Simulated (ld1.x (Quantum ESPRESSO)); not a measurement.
## Reading a pseudo-wave (Ir)

Columns: radius, all-electron u(r) and pseudo u(r) of the 5p shell (level -72.73 eV) of iridium in the configuration [Kr] 4d10 4f14 5s2 5p6 5d7 6s0 6p0; LDA (PZ), scalar-relativistic, TM scheme, ld1.x (Quantum ESPRESSO) 7.5.

```tsv
r (bohr)	all-electron	pseudo
0.093	-0.1822	-0.0210
0.185	-0.2302	-0.0814
0.278	0.3950	-0.1781
0.370	0.5823	-0.3018
0.463	0.3306	-0.4455
0.555	-0.0855	-0.5949
0.648	-0.4884	-0.7409
0.740	-0.7912	-0.8680
0.833	-0.9856	-0.9679
0.925	-1.0805	-1.0304
1.018	-1.1012	-1.0532
1.110	-1.0697	-1.0369
1.203	-1.0045	-0.9873
1.295	-0.9216	-0.9147
1.388	-0.8295	-0.8276
1.480	-0.7372	-0.7369
1.573	-0.6472	-0.6472
1.665	-0.5641	-0.5641
1.758	-0.4874	-0.4874
1.850	-0.4194	-0.4194
1.943	-0.3585	-0.3585
2.035	-0.3057	-0.3057
2.128	-0.2592	-0.2592
2.220	-0.2196	-0.2196
2.313	-0.1852	-0.1852
2.405	-0.1560	-0.1560
```

Task: How many radial nodes do the two functions have?

Result: The all-electron 5p function has n − l − 1 = 3 (the table is too coarse to show those close to the nucleus); the pseudo-wave has 0, since the states of the same l below it are removed with the core.

Task: At about which radius was the pseudo-wave matched?

Result: 1.65 bohr. The columns agree to 0.0005 from 1.48 bohr on; several derivatives are matched, so the curves merge somewhat inside the radius.

Task: Is the pseudo-wave norm-conserving?

Result: Yes: the TM scheme keeps the norm inside the radius equal to the all-electron one, which fixes the energy derivative of the logarithmic derivative at the level.
